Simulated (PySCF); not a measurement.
C6H10.

```xyz
16

C      2.3787     0.3145    -1.0932
C      1.5421    -0.3543    -0.5024
C      0.5289    -1.1237     0.2166
C     -0.3273    -0.2779     1.1863
C     -1.0819     0.8846     0.5291
C     -2.0880     0.4610    -0.5431
H      3.1230     0.8951    -1.6190
H      1.0271    -1.9400     0.7838
H     -0.1282    -1.6330    -0.5227
H      0.3331     0.1192     1.9858
H     -1.0494    -0.9614     1.6844
H     -1.6071     1.4530     1.3265
H     -0.3427     1.5882     0.0881
H     -1.5897    -0.0141    -1.4130
H     -2.6531     1.3322    -0.9311
H     -2.8279    -0.2647    -0.1432
```

The structure is a stationary point at PBE-D3(BJ)/def2-SVP. One conformer was computed; it need not be the lowest.

Method: PBE/pcSseg-1 run with PySCF. Non-relativistic, no solvent.

**Question.** Give the absolute GIAO shielding of each atom: isotropic value and principal components (ppm). (Estimate from the structure and the level; the computed values follow.)

**Answer.** 
| atom | σ(iso) | σ11 | σ22 | σ33 | span |
|---|---|---|---|---|---|
| C1 | 107.2 | 30.9 | 37.1 | 253.7 | 222.8 |
| C2 | 94.6 | -7.3 | -0.8 | 291.8 | 299.1 |
| C3 | 159.7 | 141.4 | 159.3 | 178.5 | 37.1 |
| C4 | 145.1 | 136.1 | 145.7 | 153.4 | 17.2 |
| C5 | 155.5 | 146.3 | 156.2 | 163.9 | 17.6 |
| C6 | 165.2 | 149.8 | 165.3 | 180.4 | 30.7 |
| H7 | 29.3 | 24.1 | 24.4 | 39.4 | 15.3 |
| H8 | 28.6 | 23.1 | 27.8 | 35.1 | 12.0 |
| H9 | 28.5 | 24.8 | 27.6 | 33.0 | 8.3 |
| H10 | 29.3 | 24.7 | 28.1 | 35.0 | 10.3 |
| H11 | 29.8 | 25.5 | 28.5 | 35.4 | 9.9 |
| H12 | 29.6 | 24.4 | 28.5 | 36.0 | 11.6 |
| H13 | 29.0 | 25.1 | 28.4 | 33.5 | 8.4 |
| H14 | 29.8 | 25.2 | 29.8 | 34.4 | 9.2 |
| H15 | 29.9 | 25.7 | 27.2 | 36.7 | 10.9 |
| H16 | 30.5 | 26.8 | 28.1 | 36.6 | 9.9 |
